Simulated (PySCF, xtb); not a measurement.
H₇NO₂Si₂, SMILES [Si](N)(O)([SiH3])O. One conformer was computed; it need not be the lowest.

Harmonic wavenumbers (cm⁻¹) from GFN2-xTB (xtb) at its own minimum, in rising order: 22, 122, 126, 187, 231, 234, 261, 303, 306, 468, 476, 487, 635, 764, 767, 800, 801, 814, 815, 854, 873, 919, 1544, 2184, 2197, 2240, 3479, 3509, 3637, 3645.

**Question.** What does r2SCAN-D4/def2-SVP (PySCF 2.14.0) give at its own minimum? (Estimate from the structure and the level; the computed values follow.)

**Answer.** 106, 123, 133, 174, 242, 260, 281, 361, 385, 452, 486, 518, 518, 751, 762, 799, 848, 874, 900, 928, 937, 957, 1546, 2203, 2208, 2218, 3560, 3656, 3847, 3849. Paired by order, the mean absolute difference is 52 cm⁻¹ and the zero-point energies are 48.2 and 49.9 kcal/mol.
